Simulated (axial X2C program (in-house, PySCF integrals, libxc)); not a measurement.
# Outer orbitals of RuCl at 2.240 Å, BHandHLYP

Computed with an in-house all-electron X2C program for linear molecules (integrals from PySCF). Spin-free means the one-electron spin-free X2C Hamiltonian; two-component (2c) means X2C with spin–orbit coupling and atomic mean-field two-electron Coulomb and Gaunt terms, so the difference of the two also holds small scalar two-electron terms. Basis: Ru dyall-cv3z [12s12p8d5f3g], Cl dyall-av3z [9s8p3d2f] (cores contracted in-house); Gaussian nuclei, density fitting, unrestricted open shells. Masses: Ru 101.904 u, Cl 34.969 u.

The distance is close to the 2c PBE0 minimum; the highest filled and lowest empty levels are listed.

Spin-free orbitals, state M_S = 3/2, Λ = 2 (beyond evenly filled blocks: π+α, π-α, δ+α, δ+β, δ-α) (Löwdin shares):

```tsv
symmetry	occupied	ε (eV)	atomic character
σα	yes	-23.98	78% Cl s, 8% Ru d, 7% Ru p
σβ	yes	-23.77	78% Cl s, 8% Ru d, 7% Ru p
σα	yes	-11.66	55% Cl p, 39% Ru d, 3% Cl s
σβ	yes	-11.17	67% Cl p, 26% Ru d, 3% Cl s
π-α	yes	-11.15	67% Ru d, 31% Cl p
π+α	yes	-11.15	67% Ru d, 31% Cl p
δ+α	yes	-9.65	100% Ru d
δ-α	yes	-9.65	100% Ru d
π+β	yes	-9.55	83% Cl p, 10% Ru d, 3% Ru f
π-β	yes	-9.55	84% Cl p, 10% Ru d, 3% Ru f
π+α	yes	-8.70	58% Cl p, 33% Ru d, 4% Ru p
π-α	yes	-8.70	58% Cl p, 33% Ru d, 4% Ru p
σα	yes	-7.93	49% Ru d, 30% Cl p, 17% Ru s
δ+β	yes	-7.86	100% Ru d
σβ	yes	-6.96	58% Ru d, 20% Ru s, 19% Cl p
σα	no	-2.28	52% Ru s, 32% Ru p, 7% Cl p
σβ	no	-1.87	49% Ru s, 34% Ru p, 7% Ru d
π+β	no	-1.00	77% Ru d, 15% Ru p, 4% Cl p
δ-β	no	-0.81	99% Ru d
```

Spinors with spin–orbit coupling (state Ω = 7/2):

| ω | occupied | ε (eV) | atomic character | λ mixture |
| --- | --- | --- | --- | --- |
| 1/2 | yes | -23.97 | 78% Cl s, 8% Ru d, 7% Ru p | 100% σ |
| -1/2 | yes | -23.77 | 78% Cl s, 8% Ru d, 7% Ru p | 100% σ |
| 1/2 | yes | -11.65 | 55% Cl p, 39% Ru d, 3% Cl s | 100% σ |
| -1/2 | yes | -11.21 | 55% Ru d, 41% Cl p | 64% π, 36% σ |
| -1/2 | yes | -11.13 | 57% Cl p, 38% Ru d | 64% σ, 36% π |
| 3/2 | yes | -11.08 | 66% Ru d, 32% Cl p | 100% π |
| -3/2 | yes | -9.79 | 92% Ru d, 7% Cl p | 91% δ, 9% π |
| 1/2 | yes | -9.61 | 82% Cl p, 10% Ru d, 3% Ru f | 99% π, 1% σ |
| 5/2 | yes | -9.47 | 100% Ru d | 100% δ |
| -3/2 | yes | -9.47 | 77% Cl p, 17% Ru d, 3% Ru f | 91% π, 9% δ |
| -1/2 | yes | -8.74 | 58% Cl p, 33% Ru d, 4% Ru p | 100% π |
| 3/2 | yes | -8.63 | 56% Cl p, 35% Ru d, 4% Ru p | 98% π, 2% δ |
| 3/2 | yes | -7.98 | 99% Ru d | 98% δ, 2% π |
| 1/2 | yes | -7.93 | 49% Ru d, 30% Cl p, 17% Ru s | 97% σ, 3% π |
| -1/2 | yes | -6.96 | 58% Ru d, 20% Ru s, 19% Cl p | 100% σ |
| 1/2 | no | -2.28 | 52% Ru s, 32% Ru p, 7% Cl p | 99% σ, 1% π |
| -1/2 | no | -1.86 | 49% Ru s, 34% Ru p, 7% Ru d | 100% σ |
| 1/2 | no | -1.02 | 77% Ru d, 15% Ru p, 4% Cl p | 97% π, 3% σ |
| -3/2 | no | -0.73 | 74% Ru d, 20% Ru p, 4% Cl p | 100% π |
| -5/2 | no | -0.73 | 99% Ru d | 100% δ |

Mulliken charges and populations of the two-component result (they depend on the basis, above all on diffuse functions):

Ru 0.41 e (s 8.53 p 18.15 d 16.87 f 0.03), Cl -0.41 e (s 5.93 p 11.44 d 0.03 f 0.01). ⟨Lz⟩ = 2.03 ħ and ⟨Sz⟩ = 1.47 ħ (1.43 and 0.04 on the two atoms), which add up to Ω.

One determinant describes the state; a PBE0 search over occupations chose it and may have missed a lower one. Density functionals use the spin component along the axis (collinear). Other states lie close and PBE0, whose exact exchange favours high spin, may order them wrongly; the determinant shown need not be the ground state. The nearest other spin-free determinant of the search, M_S = 3/2, Λ = 3, lies 0.07 eV up at the distance of the search. Without a current term, density functionals place determinants with orbital angular momentum somewhat too high. With several unpaired electrons one determinant need not be a pure state.
